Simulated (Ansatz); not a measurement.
Relaxation of CH₆B₂OS (11 atoms, charge 0, multiplicity 1), to a largest force component of 0.02 eV/Å in at most 40 steps.

Method: RKS B3LYP/STO-3G in Ansatz 0.2.0.

```xyz
11
Properties=species:S:1:pos:R:3
B -0.286 1.573 1.346
O 0.275 0.408 0.755
C -0.590 -0.067 -0.285
B 0.180 -1.353 -0.910
S 1.796 -1.262 -1.752
H -1.072 1.542 2.251
H -0.042 2.686 0.901
H -1.519 -0.346 0.117
H -0.667 0.699 -1.047
H -0.460 -2.397 -0.848
H 2.449 -1.539 -0.507
```

Task: Where does it end, and by what steps?

Result: The run converged. Limits of this set-up: minimal basis. After 22 steps the energy has fallen by 2.989 eV; S5 moved furthest, 1.14 Å.

```
step  energy less start (eV)  largest force component (eV/Å)  accepted
   0                  0.0000                           2.686       yes
   1                 -0.3416                           1.297       yes
   2                 -0.5871                           0.830       yes
   3                 -0.8285                           1.871       yes
   4                 -1.1313                           2.133       yes
   5                 -1.7845                           1.445       yes
   6                 -2.3563                           0.911       yes
   7                 -2.6760                           0.625       yes
   8                 -2.8360                           0.537       yes
   9                 -2.8490                           0.708       yes
  10                 -2.8869                           0.320       yes
  11                 -2.9109                           0.319       yes
  12                 -2.9298                           0.420       yes
  13                 -2.9456                           0.599       yes
  14                 -2.9684                           0.397       yes
  15                 -2.9093                           0.838        no
  16                 -2.9833                           0.196       yes
  17                 -2.9864                           0.141       yes
  18                 -2.9864                           0.141       yes
  19                 -2.9871                           0.135       yes
  20                 -2.9857                           0.116        no
  21                 -2.9893                           0.030       yes
  22                 -2.9894                           0.019       yes
```

```xyz
11
Properties=species:S:1:pos:R:3
B -0.259 1.737 1.235
O 0.002 1.195 0.031
C -0.708 -0.052 -0.366
B 0.282 -1.239 -0.742
S 2.010 -1.006 -0.659
H -1.031 1.267 1.989
H 0.337 2.716 1.494
H -1.418 -0.365 0.431
H -1.330 0.206 -1.253
H -0.186 -2.257 -1.076
H 2.366 -2.260 -1.062
```

Run time: 47 s on 1 thread of Intel(R) Xeon(R) Platinum 8488C (Sapphire Rapids) (shared host), peak memory 0.15 GiB.
